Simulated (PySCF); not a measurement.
## Co²⁺: excitation energy

Co²⁺ [Ar] 3d7 (4F) → Co²⁺ [Ar] 3d6 4s1 (6D), as a difference of total energies. Computed with PySCF 2.14 in x2c-QZVPPall, with scalar relativity by spin-free X2C-1e. Correlated levels: valence: [Ar] frozen; valence and next inner shell: [Ne] frozen. The calculations carry no spin-orbit coupling.

| method | excitation energy (cm⁻¹) |
| --- | --- |
| UHF | 35249 |
| LDA | 45701 |
| PBE0 | 44993 |
| r2SCAN | 44877 |
| MN15 | 47666 |
| r2SCANh | 44584 |
| TPSS | 48443 |
| r2SCAN0 | 44148 |
| MP2 (valence) | 45746 |
| SCS-MP2 (valence) | 48724 |
| SCS-MP2 (valence and next inner shell) | 47941 |

Q: Estimate what MP2 (valence and next inner shell) gives.

A: 46412 cm⁻¹, closest to MP2 (valence) among the rows shown.

Q: Estimate what PBE gives.

A: 45839 cm⁻¹, closest to MP2 (valence) among the rows shown.

A first-order spin-orbit estimate (lowest level to lowest level, LS coupling) adds 0.031 eV.

The basis was made for the ground configuration and has no added diffuse functions, so the excitation energy can come out too high.
